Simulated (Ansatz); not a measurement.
`[SiH3][SiH2][SnH3]` + `[NH2][AlH][CH]=S` → `S=C[SiH2][SnH3]` + `[NH2][AlH][SiH3]`  (redistribution)

Gas-phase electronic energies from Ansatz, PBE0-D4/def2-TZVP geometries. CCSD(T)/CBS adds triple-zeta CCSD(T) − MP2 to the extrapolated MP2 energy (def2 sets, frozen cores). DFT in def2-TZVPP. Elements past krypton have def2 core potentials. For Sn outer-core shells are correlated without core-valence functions, which leaves a few kJ/mol of doubt a bond. Each species was taken in one conformer, which may not be the lowest.

```tsv
level	ΔE (kJ/mol)
r2SCAN	10.0
CCSD(T)/def2-TZVPP	12.7
```

Task: What does CCSD(T)/CBS give? (Best estimate.)

Result: Ansatz gave: +13.6 kJ/mol. The listed levels differ from it by -3.6, -0.9 kJ/mol.

Largest T1 diagnostic among the species: 0.015.

From PBE to PBE0 (25 % exact exchange), in def2-TZVPP and without D4, ΔE moves by +3.2 kJ/mol.
